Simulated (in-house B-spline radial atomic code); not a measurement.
Ionising Pb⁷⁺ with different functionals

Computed with a B-spline radial code for spherical atoms: four-component Dirac-Coulomb Hamiltonian, Fermi nucleus of rms radius 5.5012 fm, spin-restricted, spherical fractional occupations for the functionals. The ionisation energy is the difference of two self-consistent energies, [Xe] 4f14 5d7 → [Xe] 4f14 5d6, without Breit or QED terms; ε is the level of the shell that loses the electron (mean over j). The electron is taken from both j subshells in proportion to 2j + 1, so the result is a j average, not the step between ground levels.

Hybrids are left out here: with spherical fractional occupations of an open shell their exact exchange keeps a self-interaction that integer-occupation calculations don't have.

| method | rung | ΔSCF (eV) | -ε(5d) (eV) |
| --- | --- | --- | --- |
| LDA VWN5 | LDA | 122.63 | 113.39 |
| relativistic LDA | LDA | 122.62 | 113.38 |
| LDA PW92 | LDA | 122.62 | 113.38 |
| LDA exchange-only | LDA | 120.72 | 111.50 |
| PBE | GGA | 122.34 | 113.11 |
| PBEsol | GGA | ? | ? |
| BLYP | GGA | 122.12 | 112.89 |
| RPBE | GGA | 122.28 | 113.05 |
| PW91 | GGA | 122.43 | 113.20 |
| BP86 | GGA | ? | ? |
| AM05 | GGA | 122.40 | 113.16 |
| OLYP | GGA | 122.78 | 113.52 |

Question: What does PBEsol give?

Answer: ΔSCF 122.37 eV, and -ε(5d) = 113.13 eV.

Question: What does BP86 give?

Answer: ΔSCF 122.43 eV, and -ε(5d) = 113.19 eV.

Question: How do they compare with the NIST value?

Answer: NIST lists 120 eV ± 2.1 (tabulated theory, ground level to ground level). Errors run from +0.72 to +2.78 eV; all lie within about twice that uncertainty, so the table can't rank the methods.
